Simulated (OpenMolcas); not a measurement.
Au4+: moving or changing the point charges

Au4+ among 6 point charges of -1.5 e arranged as a tetragonal octahedron (D4h), 1.84 Å from the ion, with the axial distance 1.969 Å.
```
   1.8400    0.0000    0.0000  -1.50
   0.0000    1.8400    0.0000  -1.50
  -1.8400    0.0000    0.0000  -1.50
   0.0000   -1.8400    0.0000  -1.50
   0.0000    0.0000    1.9688  -1.50
   0.0000    0.0000   -1.9688  -1.50
```

- Program: OpenMolcas 26.06
- Method: SS-CASPT2, IPEA 0.25 Eh, imaginary shift 0.1 Eh (closed shells correlated: 5s 5p)
- Basis: ANO-RCC-VDZP [7s6p4d2f]
- Scalar Hamiltonian: DKH2, point nucleus
- Active space: 7 electrons in 5 orbitals (5d)
- State averaging: 2S+1 = 4 even, 10 roots; 2S+1 = 2 even, 40 roots
- Spin-orbit coupling: RASSI with atomic mean-field integrals over the reference wave functions

Runs around this geometry, states (labels of D4, the rotations of D4h). Energies in cm-1 above the lowest state or level, χT in cm3 K/mol.

| R (Å) | q (e) | Axial / equatorial distance | Ground state | First state of that spin | First gap with spin-orbit (degeneracies) | χT at 300 K | First state of another spin |
| --- | --- | --- | --- | --- | --- | --- | --- |
| 1.84 | -1.5 | 0.98 | 4E | 4A2 480 | 1000 (2, 2) | 3.247 | 2B1 8830 |
| 1.84 | -1.2 | 1.07 | 4A2 | 4E 840 | 980 (2, 2) | 3.451 | 2A1 11040 |
| 1.7 | -1.5 | 1.07 | 4A2 | 4E 1590 | 1260 (2, 2) | 2.883 | 2A1 5700 |
| 1.84 | -1.5 | 1.07 | 4A2 | 4E 1220 | 1170 (2, 2) | 3.307 | 2A1 9400 |
| 2.04 | -1.5 | 1.07 | 4A2 | 4E 740 | 820 (2, 2) | 3.623 | 2A1 12500 |

Taking the first state of the same spin as R^-n, n = -ln(740 / 1590) / ln(2.04 / 1.7) = 4.2 between the shortest and longest distance.

Scaling the charges by -1.2 / -1.5 = 0.80 scales the first state of the same spin by 840 / 1220 = 0.69; with fixed orbitals a first-order splitting would follow the charge.

The ground state changes within this set.

This shell can be high or low spin here, a state of another spin lies low, and with metal d orbitals alone active their balance is uncertain, so the ground spin may be wrong. Point charges give a weaker field than real ligands, and real ions of this kind are as a rule low spin; the high spin found here belongs to the model. Free-ion shares, where given, are those of the reference states; single-state CASPT2 does not remix them. Spin-orbit coupling mixes the spin-free states strongly: the lowest level takes only 63 % from its leading state, 4E (figures for R = 1.84, q = -1.5, ratio = 0.98; the like holds for R = 1.84, q = -1.2, ratio = 1.07, R = 1.7, q = -1.5, ratio = 1.07, R = 1.84, q = -1.5, ratio = 1.07, R = 2.04, q = -1.5, ratio = 1.07). An orbital doublet at a regular site is open to a Jahn-Teller distortion, which this geometry leaves out (holds for R = 1.84, q = -1.5, ratio = 0.98). Point charges carry no covalency, so the field is a model and not that of real ligands. No measured value stands beside these numbers.
